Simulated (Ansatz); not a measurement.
Reaction (formal exchange of groups at a Ge–C bond): `[CH3][GeH2][CH](F)F` + `BOCF` → `B[O][GeH2][CH3]` + `FCC(F)F`

Computed with Ansatz on PBE0-D4/def2-TZVP structures; ΔE is electronic, products minus reactants. CCSD(T)/CBS adds triple-zeta CCSD(T) − MP2 to the extrapolated MP2 energy (def2 sets, frozen cores). Functionals use def2-TZVPP. For Ge outer-core shells are correlated without core-valence functions, which leaves a few kJ/mol of doubt a bond. Scalar relativity is left out up to krypton. One conformer a species, not always the lowest.

`[CH3][GeH2][CH](F)F`:

```xyz
11

C    -1.515    0.678    0.160
Ge    0.344    0.601   -0.417
C     1.145   -1.099    0.262
F     2.407   -1.269   -0.224
F     0.400   -2.163   -0.162
H    -1.577    0.687    1.249
H    -2.054   -0.193   -0.215
H    -1.994    1.579   -0.223
H     1.168    1.762    0.166
H     0.471    0.579   -1.948
H     1.205   -1.162    1.355
```

`BOCF`:

Cartesian coordinates in Å:
```
B -1.057 -0.607 -0.584
O 0.138 -0.726 0.033
C 0.814 0.387 0.515
F 1.813 0.706 -0.356
H -1.572 0.474 -0.678
H -1.551 -1.610 -1.000
H 0.145 1.250 0.597
H 1.270 0.127 1.473
```

`B[O][GeH2][CH3]`:

Cartesian coordinates in Å:
```
B -0.275 0.825 1.848
O -1.138 0.183 1.054
Ge -0.838 -0.524 -0.579
C 1.006 -0.260 -1.121
H 0.873 1.003 1.517
H -0.675 1.224 2.909
H -1.203 -2.010 -0.429
H -1.834 0.196 -1.501
H 1.153 -0.700 -2.109
H 1.687 -0.741 -0.418
H 1.244 0.803 -1.170
```

`FCC(F)F`:

Cartesian coordinates in Å:
```
F 0.625 0.217 -1.649
C 0.681 -0.157 -0.330
C -0.660 0.092 0.316
F -0.901 1.419 0.403
F -0.624 -0.410 1.575
H 1.447 0.432 0.182
H 0.922 -1.221 -0.269
H -1.489 -0.371 -0.229
```

```json
{"level": "PBE", "ΔE (kcal/mol)": "-20.7"}
{"level": "HF/def2-TZVPP", "ΔE (kcal/mol)": "-27.4"}
```

Problem. What does CCSD(T)/CBS give? (Estimate.)

Solution. Ansatz gave: -24.6 kcal/mol. The listed levels differ from it by 3.9, -2.8 kcal/mol.

Largest T1 diagnostic among the species: 0.013.

From PBE to PBE0 (25 % exact exchange), in def2-TZVPP and without D4, ΔE moves by −1.8 kcal/mol. In def2-TZVPP, CCSD(T) changes the Hartree–Fock value by +2.7 kcal/mol (the triples alone add +0.4 kcal/mol) and MP2 by +1.6 kcal/mol.
